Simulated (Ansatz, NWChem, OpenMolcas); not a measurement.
**Exact exchange and the HOMO–LUMO gap of AgBr (silver bromide)**

AgBr has 2 atoms, charge 0, and is taken as a singlet. SMILES: `[Br][Ag]`. The coordinates come from a PBE0-D4/def2-TZVP relaxation.

The HOMO–LUMO gap y, in eV, basis def2-TZVPPD with a core potential; a is the functional's share of exact exchange. Programs: Ansatz 0.2.0, NWChem 7.3.0, OpenMolcas 26.06.

```
functional     program     a  y (eV)
    r2SCAN      Ansatz     0    2.59
      TPSS  OpenMolcas     0    2.35
     B3LYP      Ansatz   0.2       ?
      PBE0      Ansatz  0.25    4.09
     BHLYP      NWChem   0.5    5.75
```

**Question.** Fit y = c + s·a to the known rows and predict B3LYP.

**Answer.** 
1. Means of the 4 rows: a = 0.1875, y = 3.695.
2. Σ(Δa)² = 0.17188, Σ(Δa·Δy) = 1.1262, so the slope is 1.1262/0.17188 = 6.5522.
3. Intercept: 3.695 − (6.5522) × 0.1875 = 2.466. The largest residual of the fit is 0.12.
4. B3LYP: 2.466 + (6.5522) × 0.2 = 3.78 eV.

The run gave 3.53 eV, so the prediction is off by +0.25 eV, more than the scatter of the fit. Exact exchange lowers occupied levels and raises empty ones. The rows mix families of semi-local functionals, which the line can't see.
